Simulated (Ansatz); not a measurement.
Input for Ansatz (a first-principles code): U-r2SCAN/cc-pVTZ on SeH, 2S+1 = 2, a point of a bond scan (R = 3.982 Å).

Ansatz 0.2 input:
```yaml
crystal:
  periodic: [false, false, false]
  atoms:
    - {symbol: Se, position_ang: [-0.00000000, -0.00000000, -0.04214023]}
    - {symbol: H, position_ang: [0.00000000, 0.00000000, 3.94011110]}
basis:
  gaussian:
    orbitals: cc-pVTZ
hamiltonian:
  xc: {name: r2SCAN}
magnetization: {spin_polarized: true, initial_magnetization: 1}
```

The log:

```
WARN ansatz: RAYON_NUM_THREADS=2 ignored (pool sized by the plan → 2); use --threads N
Functional definition: r2SCAN
integrals: 0.01 GiB planned
440 factors; their error is unknown
mean field: 0.16 GiB planned
mean field evaluation 1: about -65357.2952 eV, gradient 1.4e1 eV
mean field evaluation 2: about -65346.2084 eV, gradient 2.9e1 eV
mean field evaluation 4: about -65351.9825 eV, gradient 1.7e1 eV
mean field evaluation 8: about -65362.3056 eV, gradient 1.4e-1 eV
mean field evaluation 16: about -65362.2950 eV, gradient 1.2e-5 eV
mean field evaluation 32: about -65362.2808 eV, gradient 9.8e-4 eV
mean field evaluation 64: about -65362.2805 eV, gradient 1.4e-1 eV
mean field evaluation 96: about -65361.9107 eV, gradient 1.3e-1 eV
mean field evaluation 128: about -65361.9249 eV, gradient 1.3e-1 eV
mean field -65362.29498107 eV, -2402.0200363995 hartree, gradient 2.2e-6 eV, S^2 1.745997; 13 other end points of the search recorded, 0 dependent functions left out
reference -65362.29499289 eV, -2402.0200368340 hartree; 18, 17 occupied and 39, 40 virtual orbitals, 440 factors
Total energy: -65362.29499289 eV, -2402.0200368340 hartree
```

The calculation finished and met its thresholds. Its determinant has ⟨S²⟩ = 1.75, a mixture of spin states.

Cost: very roughly 13 core-seconds.
